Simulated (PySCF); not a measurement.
## Badger's rule along the second period: bonds to O

r²SCAN in PySCF with x2c-TZVPPall on every atom, spin-free X2C, for the lowest determinant that a PBE0 search found; no spin–orbit coupling. Badger's rule says that Re = d + c·k^(−1/3) for bonds between atoms of fixed rows.

```
molecule  state (unpaired electrons)  Re (Å)  k (mdyn/Å)
      BO               doublet (σ ↑)   1.206        13.8
     BeO      singlet (closed shell)   1.334           ?
      OF               doublet (π ↑)   1.351           ?
     LiO               doublet (π ↑)   1.697        1.89
```

Task: Fix c and d from BO and LiO.

Result: c = (1.697 − 1.206)/(1.89^(−1/3) − 13.8^(−1/3)) = 1.253, d = 1.206 − c·13.8^(−1/3) = 0.684 Å.

Task: Predict k of the others and set the computed values beside them.

Result: 

```json
{"molecule": "BeO", "k by the rule": "7.15", "k computed": "7.73", "difference (%)": "-7"}
{"molecule": "OF", "k by the rule": "6.62", "k computed": "6.38", "difference (%)": "4"}
```

The rule misses by 6 % on average, well for two fitted constants.

States were picked by a PBE0 search and need not be the measured ground states.
